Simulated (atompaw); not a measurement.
**F (Z = 9) PAW (atompaw): all-electron and pseudo phase curves**

* Element: fluorine (F)
* Generator: atompaw 4.2.0.5
* Type: PAW
* Functional: LDA (PW92)
* Relativity: non-relativistic
* Frozen core: [He]
* Valence charge: 7
* Reference configuration: 2s2 2p4.5 (charge +0.5)
* Partial waves: 2s (bound): rc 1.00 bohr; 2s channel at -1.65 Ry: rc 1.00 bohr; 2p (bound): rc 1.00 bohr; 2p channel at 2.4 Ry: rc 1.00 bohr
* Local potential: troulliermartins scheme with l = 2 at 0 Ry, radius 0.95 bohr
* Core correction: smooth core density matched at 0.95 bohr
* Augmentation charge: sinc compensation charge, radius 0.95 bohr; PAW radius 1.00 bohr; waves and projectors: custom rrkj gramschmidtortho

The phase is arctan(r·u′/u) with u = r·R(r), unwrapped; energies in Ry, scanned from -5 to 5 Ry. A pole is an energy at which the radial function vanishes at the test radius. The pseudo phase is shifted by a multiple of π to meet the all-electron one at the reference energy, and phase errors are pseudo minus all-electron; the curves can meet again beyond the range given. Levels narrower than the energy grid can be missing from the lists of poles.

```tsv
channel	radius (bohr)	reference energy (Ry)	poles, all-electron	poles, pseudo	unbroken range about the reference energy with phases within 0.05 rad	phase error 1 Ry above the reference energy (rad)
s	1.00	-2.78	4.33	4.32	the whole range	-0.000
p	1.00	-1.43	3.59	3.59	the whole range	-0.000
```

Phases in the p channel:

| E (Ry) | all-electron | pseudo |
| --- | --- | --- |
| -5.00 | 0.909 | 0.909 |
| -4.52 | 0.837 | 0.837 |
| -4.04 | 0.743 | 0.743 |
| -3.56 | 0.618 | 0.618 |
| -3.08 | 0.448 | 0.448 |
| -2.60 | 0.221 | 0.221 |
| -2.12 | -0.065 | -0.065 |
| -1.64 | -0.377 | -0.377 |
| -1.16 | -0.664 | -0.664 |
| -0.68 | -0.892 | -0.892 |
| -0.20 | -1.063 | -1.063 |
| 0.28 | -1.190 | -1.190 |
| 0.76 | -1.286 | -1.286 |
| 1.24 | -1.360 | -1.360 |
| 1.72 | -1.419 | -1.419 |
| 2.20 | -1.468 | -1.468 |
| 2.68 | -1.508 | -1.508 |
| 3.16 | -1.543 | -1.543 |
| 3.64 | -1.574 | -1.574 |
| 4.12 | -1.601 | -1.601 |
| 4.60 | -1.626 | -1.626 |
